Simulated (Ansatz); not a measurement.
Job for Ansatz (a first-principles code): U-PBE0/def2-TZVPP on HfAs, 2S+1 = 2, a spin state set in the input, which need not be the lowest. Elements past Kr take the def2 small-core potentials; no spin–orbit coupling.

Ansatz 0.2 input:
```yaml
crystal:
  periodic: [false, false, false]
  atoms:
    - {symbol: Hf, position_ang: [0.00000000, 0.00000000, 0.00000000]}
    - {symbol: As, position_ang: [0.00000000, 0.00000000, 2.79300000]}
basis:
  gaussian:
    orbitals: def2-TZVPP
hamiltonian:
  xc: {name: PBE0}
magnetization: {spin_polarized: true, initial_magnetization: 1}
relax: {f_tol: 0.002, max_steps: 120}
```

It printed:

```
WARN ansatz: RAYON_NUM_THREADS=1 ignored (pool sized by the plan → 1); use --threads N
Functional definition: PBE0
integrals: 0.03 GiB planned
827 factors; their error is unknown
mean field: 0.46 GiB planned
mean field evaluation 1: about -62125.0916 eV, gradient 3.1e1 eV
mean field evaluation 2: about -61928.2429 eV, gradient 1.3e2 eV
mean field evaluation 4: about -62122.6248 eV, gradient 4.0e1 eV
mean field evaluation 8: about -62135.5994 eV, gradient 1.1e0 eV
mean field evaluation 16: about -62136.0147 eV, gradient 1.2e0 eV
mean field evaluation 32: about -62136.1418 eV, gradient 7.4e-6 eV
mean field evaluation 64: about -62135.9303 eV, gradient 1.5e-1 eV
mean field evaluation 96: about -62135.9444 eV, gradient 5.9e-1 eV
mean field evaluation 128: about -62135.9653 eV, gradient 5.5e-3 eV
mean field evaluation 160: about -62136.0307 eV, gradient 2.1e-1 eV
mean field evaluation 192: about -62135.9653 eV, gradient 2.3e-3 eV
mean field evaluation 224: about -62135.7504 eV, gradient 5.5e-2 eV
mean field evaluation 256: about -62128.7918 eV, gradient 1.8e1 eV
mean field evaluation 288: about -62135.2352 eV, gradient 4.2e-1 eV
mean field evaluation 320: about -62129.9918 eV, gradient 1.7e1 eV
mean field evaluation 352: about -62134.7302 eV, gradient 3.8e0 eV
mean field evaluation 384: about -62135.9284 eV, gradient 2.3e0 eV
mean field -62136.14184219 eV, -2283.4610953108 hartree, gradient 7.1e-8 eV, S^2 1.689790; 22 other end points of the search recorded, 0 dependent functions left out
the calculation of the forces begins
reference -62136.14186537 eV, -2283.4610961628 hartree; 23, 22 occupied and 81, 82 virtual orbitals, 827 factors
relax step   1: F+E_penalty+E_count = -62136.14184219 eV  Δ(F+E_penalty+E_count) = +0.000e0 eV  max|allowed force component| = 2.587e0 eV/Å  Δτ_max = 0.0000 Å  (1364 SCF iters, accepted)
these checks for a lower state are left out or cut short: starts, cluster_reference, orbital_swaps, neighbouring_geometries, increment
integrals: 0.03 GiB planned
827 factors; their error is unknown
mean field: 0.46 GiB planned
mean field evaluation 416: about -62136.8489 eV, gradient 2.8e-1 eV
mean field -62137.14934318 eV, -2283.4981202893 hartree, gradient 2.0e-5 eV, S^2 0.757868; 2 other end points of the search recorded, 0 dependent functions left out
the calculation of the forces begins
reference -62137.14936714 eV, -2283.4981211699 hartree; 23, 22 occupied and 81, 82 virtual orbitals, 827 factors
relax step   2: F+E_penalty+E_count = -62137.14934318 eV  Δ(F+E_penalty+E_count) = -1.008e0 eV  max|allowed force component| = 2.106e0 eV/Å  Δτ_max = 0.1892 Å  (172 SCF iters, accepted)
these checks for a lower state are left out or cut short: starts, cluster_reference, orbital_swaps, neighbouring_geometries, increment
integrals: 0.03 GiB planned
827 factors; their error is unknown
mean field: 0.46 GiB planned
mean field evaluation 448: about -62137.1862 eV, gradient 1.3e-5 eV
mean field -62137.18620773 eV, -2283.4994750364 hartree, gradient 1.8e-5 eV, S^2 0.754027; 0 other end points of the search recorded, 0 dependent functions left out
the calculation of the forces begins
reference -62137.18623217 eV, -2283.4994759346 hartree; 23, 22 occupied and 81, 82 virtual orbitals, 827 factors
relax step   3: F+E_penalty+E_count = -62137.18620773 eV  Δ(F+E_penalty+E_count) = -3.686e-2 eV  max|allowed force component| = 2.306e0 eV/Å  Δτ_max = 0.0991 Å  (54 SCF iters, accepted)
these checks for a lower state are left out or cut short: starts, cluster_reference, orbital_swaps, neighbouring_geometries, increment
integrals: 0.03 GiB planned
827 factors; their error is unknown
mean field: 0.46 GiB planned
mean field -62137.27806545 eV, -2283.5028507455 hartree, gradient 1.3e-5 eV, S^2 0.755243; 0 other end points of the search recorded, 0 dependent functions left out
the calculation of the forces begins
reference -62137.27808971 eV, -2283.5028516371 hartree; 23, 22 occupied and 81, 82 virtual orbitals, 827 factors
relax step   4: F+E_penalty+E_count = -62137.27806545 eV  Δ(F+E_penalty+E_count) = -9.186e-2 eV  max|allowed force component| = 1.374e-1 eV/Å  Δτ_max = 0.0393 Å  (61 SCF iters, accepted)
these checks for a lower state are left out or cut short: starts, cluster_reference, orbital_swaps, neighbouring_geometries, increment
integrals: 0.03 GiB planned
827 factors; their error is unknown
mean field: 0.46 GiB planned
mean field -62137.27846702 eV, -2283.5028655028 hartree, gradient 2.6e-5 eV, S^2 0.755345; 0 other end points of the search recorded, 0 dependent functions left out
the calculation of the forces begins
reference -62137.27849127 eV, -2283.5028663940 hartree; 23, 22 occupied and 81, 82 virtual orbitals, 827 factors
relax step   5: F+E_penalty+E_count = -62137.27846702 eV  Δ(F+E_penalty+E_count) = -4.016e-4 eV  max|allowed force component| = 6.360e-3 eV/Å  Δτ_max = 0.0028 Å  (57 SCF iters, accepted)
these checks for a lower state are left out or cut short: starts, cluster_reference, orbital_swaps, neighbouring_geometries, increment
integrals: 0.03 GiB planned
827 factors; their error is unknown
mean field: 0.46 GiB planned
mean field -62137.27846789 eV, -2283.5028655349 hartree, gradient 1.8e-5 eV, S^2 0.755351; 0 other end points of the search recorded, 0 dependent functions left out
the calculation of the forces begins
reference -62137.27849214 eV, -2283.5028664260 hartree; 23, 22 occupied and 81, 82 virtual orbitals, 827 factors
relax step   6: F+E_penalty+E_count = -62137.27846789 eV  Δ(F+E_penalty+E_count) = -8.720e-7 eV  max|allowed force component| = 3.725e-4 eV/Å  Δτ_max = 0.0001 Å  (59 SCF iters, accepted)
integrals: 0.03 GiB planned
827 factors; their error is unknown
mean field: 0.46 GiB planned
mean field evaluation 480: about -62137.2784 eV, gradient 2.8e-1 eV
mean field evaluation 512: about -62136.7488 eV, gradient 3.9e0 eV
mean field -62137.27846789 eV, -2283.5028655349 hartree, gradient 1.8e-5 eV, S^2 0.755351; 5 other end points of the search recorded, 0 dependent functions left out
the calculation of the forces begins
reference -62137.27849214 eV, -2283.5028664260 hartree; 23, 22 occupied and 81, 82 virtual orbitals, 827 factors
Total energy: -62137.27849214 eV, -2283.5028664260 hartree
Atom 0 at     0.000000    -0.000000     0.246087 Å, force    -0.000000     0.000000     0.000373 eV/Å
Atom 1 at    -0.000000     0.000000     2.546913 Å, force     0.000000    -0.000000    -0.000373 eV/Å
Dipole moment:    -0.000000     0.000000    -1.034295 e Å
```

The calculation finished and met its thresholds.

Cost: about 2.2 core-minutes (a rough figure).
